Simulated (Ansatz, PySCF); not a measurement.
Pair of molecules: CH3F (SMILES CF) (first 5 atoms) with C2H3F (SMILES C=CF); geometry from B3LYP-D3(BJ)/def2-TZVP, rigid monomers moved along the line of their centres of mass till F2···H9 is 4.18 Å.
(charge 0, multiplicity 1):
```json
[
 {"atom": "C", "x (Å)": "0.3677", "y (Å)": "0.6683", "z (Å)": "-0.2241"},
 {"atom": "F", "x (Å)": "-1.0092", "y (Å)": "0.5520", "z (Å)": "-0.0261"},
 {"atom": "H", "x (Å)": "0.5807", "y (Å)": "1.6753", "z (Å)": "-0.5837"},
 {"atom": "H", "x (Å)": "0.8713", "y (Å)": "0.4874", "z (Å)": "0.7244"},
 {"atom": "H", "x (Å)": "0.6732", "y (Å)": "-0.0702", "z (Å)": "-0.9659"},
 {"atom": "C", "x (Å)": "-1.1517", "y (Å)": "-0.6547", "z (Å)": "5.0801"},
 {"atom": "C", "x (Å)": "0.0324", "y (Å)": "-0.7006", "z (Å)": "5.6535"},
 {"atom": "F", "x (Å)": "1.1728", "y (Å)": "-0.4411", "z (Å)": "4.9709"},
 {"atom": "H", "x (Å)": "-1.2744", "y (Å)": "-0.4074", "z (Å)": "4.0345"},
 {"atom": "H", "x (Å)": "-2.0270", "y (Å)": "-0.8712", "z (Å)": "5.6749"},
 {"atom": "H", "x (Å)": "0.2388", "y (Å)": "-0.9385", "z (Å)": "6.6884"}
]
```

Interaction energies are E(AB) − E(A) − E(B) at the monomers' geometry in the complex; basis-set methods are counterpoise corrected.

Cores are frozen in the correlated methods.

Codes used: Ansatz (a first-principles code); PySCF for the dispersion terms. Each number belongs to the level named beside it.

PBE/def2-TZVPPD gives -1.5 kJ/mol for the interaction energy.

**Question.** How do the other levels lie against it? Give each less PBE: PBE-D3(BJ)/def2-TZVPPD, r2SCAN/def2-TZVPPD, PBE0/def2-TZVPPD, wB97M-V/def2-TZVPPD, MP2/aug-cc-pVDZ, CCSD(T)/aug-cc-pVDZ.

**Answer.** PBE-D3(BJ)/def2-TZVPPD -0.5; r2SCAN/def2-TZVPPD 0.1; PBE0/def2-TZVPPD -0.1; wB97M-V/def2-TZVPPD -0.5; MP2/aug-cc-pVDZ -0.5; CCSD(T)/aug-cc-pVDZ -0.5 kJ/mol. 1 of 6 lie above PBE; the widest gap is to wB97M-V/def2-TZVPPD.
